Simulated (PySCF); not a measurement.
PySCF input (CCSD(T)/cc-pVDZ):

```python
from pyscf import gto, scf, mp, cc as ccmod

mol = gto.M(
    atom='''
    Si    0.10725614   -0.16236848    0.52794214
    F    -0.37054100    1.41778715    0.20037954
    F     1.30399675   -0.24843199   -0.65226300
    F    -1.10029864   -0.91678197   -0.36935988
    ''',
    basis='cc-pvdz',
    charge=-1,
    spin=0,
    verbose=4,
)

mf = scf.RHF(mol)
mf.conv_tol = 1e-10
mf.max_cycle = 100
mf.kernel()
mp2 = mp.MP2(mf, frozen=8).run()
cc = ccmod.CCSD(mf, frozen=8)
cc.max_cycle = 100
cc.kernel()
et = cc.ccsd_t()
print(f'E(CCSD(T)) = {cc.e_tot + et:.9f}')
```

End of the output:

```
Extra cycle  E= -587.435798365769  delta_E= 2.84e-12  |g|= 7.21e-07  |ddm|= 3.3e-06
converged SCF energy = -587.435798365769

******** <class 'pyscf.mp.mp2.RMP2'> ********
nocc = 13, nmo = 52
frozen orbitals 8
E(RMP2) = -588.084898100408  E_corr = -0.649099734639681
E(SCS-RMP2) = -588.062084365109  E_corr = -0.626285999340422
E_corr(same-spin) = -0.176115787185225
E_corr(oppo-spin) = -0.472983947454455

******** <class 'pyscf.cc.ccsd.CCSD'> ********
CC2 = 0
CCSD nocc = 13, nmo = 52
frozen orbitals 8
max_cycle = 100
direct = 0
conv_tol = 1e-07
conv_tol_normt = 1e-05
diis_space = 6
diis_start_cycle = 0
diis_start_energy_diff = 1e+09
Init t2, MP2 energy = -588.084898104541  E_corr(MP2) -0.649099738772875
Init E_corr(CCSD) = -0.649099738773056
cycle = 1  E_corr(CCSD) = -0.645652465447612  dE = 0.00344727333  norm(t1,t2) = 0.0650801
cycle = 2  E_corr(CCSD) = -0.659576893626014  dE = -0.0139244282  norm(t1,t2) = 0.0201528
cycle = 3  E_corr(CCSD) = -0.659866116671633  dE = -0.000289223046  norm(t1,t2) = 0.0110388
cycle = 4  E_corr(CCSD) = -0.661961405294291  dE = -0.00209528862  norm(t1,t2) = 0.00405921
cycle = 5  E_corr(CCSD) = -0.661957374006424  dE = 4.03128787e-06  norm(t1,t2) = 0.000856261
cycle = 6  E_corr(CCSD) = -0.66187800296055  dE = 7.93710459e-05  norm(t1,t2) = 0.000347733
cycle = 7  E_corr(CCSD) = -0.661877919820463  dE = 8.31400865e-08  norm(t1,t2) = 8.01151e-05
cycle = 8  E_corr(CCSD) = -0.661881645723951  dE = -3.72590349e-06  norm(t1,t2) = 2.388e-05
cycle = 9  E_corr(CCSD) = -0.661882085961409  dE = -4.40237458e-07  norm(t1,t2) = 8.25823e-06
cycle = 10  E_corr(CCSD) = -0.661882185441435  dE = -9.9480026e-08  norm(t1,t2) = 2.01869e-06
CCSD converged
E(CCSD) = -588.0976805512099  E_corr = -0.6618821854414352
CCSD(T) correction = -0.0101227681132427
E(CCSD(T)) = -588.107803319
```

It need not be the lowest isomer of its formula. Whether it binds its extra electron was not tested at this geometry.
